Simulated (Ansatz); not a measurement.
Consider the ligand exchange at the Al–C bond: `F[CH]([AlH2])[SiH2][SiH3]` + `CC(N)=S` → `CC(=S)[NH][AlH2]` + `FC[SiH2][SiH3]`.

Gas-phase electronic energies from Ansatz, PBE0-D4/def2-TZVP geometries. CCSD(T)/CBS adds triple-zeta CCSD(T) − MP2 to the extrapolated MP2 energy (def2 sets, frozen cores). DFT in def2-TZVPP. One conformer a species, not always the lowest.

```tsv
level	ΔE (kJ/mol)
PBE0	-94.5
HF/CBS(def2)	-113.3
```

Problem. What does CCSD(T)/CBS give? (Best estimate.)

Solution. Computed: -103.6 kJ/mol. The listed levels differ from it by 9.1, -9.7 kJ/mol.

Largest T1 diagnostic among the species: 0.017.

From PBE to PBE0 (25 % exact exchange), in def2-TZVPP and without D4, ΔE moves by −3.7 kJ/mol. In def2-TZVPP, CCSD(T) changes the Hartree–Fock value by +5.9 kJ/mol (the triples alone add +0.9 kJ/mol) and MP2 by +3.3 kJ/mol.
